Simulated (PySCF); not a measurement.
SMILES C#C[SiH2][SiH2]N (C2H7NSi2) at its GFN2-xTB optimised geometry (Å):

```
12

C      2.1332    -1.0183     0.0009
C      0.9310    -1.0631     0.0000
Si    -0.9235    -1.0631     0.0000
Si    -1.7229     1.0994     0.0000
N     -1.2899     1.7684    -1.5309
H      3.1858    -0.9939     0.0010
H     -1.3011    -1.8830    -1.1615
H     -1.3123    -1.8155     1.2038
H     -1.2348     1.8830     1.1540
H     -3.1858     1.2163     0.0236
H     -0.3451     1.6583    -1.8622
H     -1.6252     2.6869    -1.7737
```

Method: B3LYP/def2-TZVP (PySCF 2.14.0). Cells within 0.4 Å of a nucleus heavier than hydrogen are left out (blank, or x).

Map of the electron localisation function on the plane z = 0.0 Å:

```
|000000000000000000000000000|
|000000000000000000000000000|
|000000000000000000000000000|
|000000000000000000000000000|
|000000000000000000000000000|
|000000000000000000000000000|
|000000000000000000000000000|
|000377310110000000000000000|
|002999951232000000000000000|
|007999980002100000000000000|
|008999985x31100000000000000|
|007999983x12200012210000000|
|003999961169611245431100000|
|000476348999534567656651000|
|000000038930278688679997000|
|00000001316x198x37x59999100|
|00000000107x198xx7x69998000|
|000000002300178678678995000|
|000000001342135677654430000|
|000000000121002345421000000|
|000000000000000122210000000|
|000000000000000000000000000|
|000000000000000000000000000|
|000000000000000000000000000|
|000000000000000000000000000|
|000000000000000000000000000|
|000000000000000000000000000|
```
Scale: ten equal steps from 0.000 (start of '0') to 1.000 (end of '9'), in the order '0123456789'; x runs from -5.50 to 5.50, y from -5.50 (bottom) to 5.50 (top).
